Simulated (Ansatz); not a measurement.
Computed with Ansatz on PBE0-D4/def2-TZVP structures; ΔE is electronic, products minus reactants. CCSD(T)/CBS adds triple-zeta CCSD(T) − MP2 to the extrapolated MP2 energy (def2 sets, frozen cores). Functionals use def2-TZVPP. For Ge outer-core shells are correlated without core-valence functions, which leaves a few kJ/mol of doubt a bond. Scalar relativity is left out up to krypton. Each species was taken in one conformer, which may not be the lowest.

Reaction (cleavage of the Si–Ge bond): `C[BH][GeH2][SiH3]` + `NC(O)(O)F` → `NC(O)(F)O[SiH3]` + `C[BH][GeH3]`

CCSD(T)/CBS gives -13.3 kcal/mol.

**Question.** Another level gave -8.3 kcal/mol. Which?
A. PBE/def2-TZVPP
B. SCS-MP2/def2-TZVPP
C. HF/def2-TZVPP
D. MP2/def2-TZVPP

**Answer.** A. PBE -8.3, HF/def2-TZVPP -18.9, MP2/def2-TZVPP -14.2, SCS-MP2/def2-TZVPP -15.6 kcal/mol.

Largest T1 diagnostic among the species: 0.012.

From PBE to PBE0 (25 % exact exchange), in def2-TZVPP and without D4, ΔE moves by −1.4 kcal/mol. In def2-TZVPP, CCSD(T) changes the Hartree–Fock value by +5.4 kcal/mol (the triples alone add +0.7 kcal/mol) and MP2 by +4.7 kcal/mol.
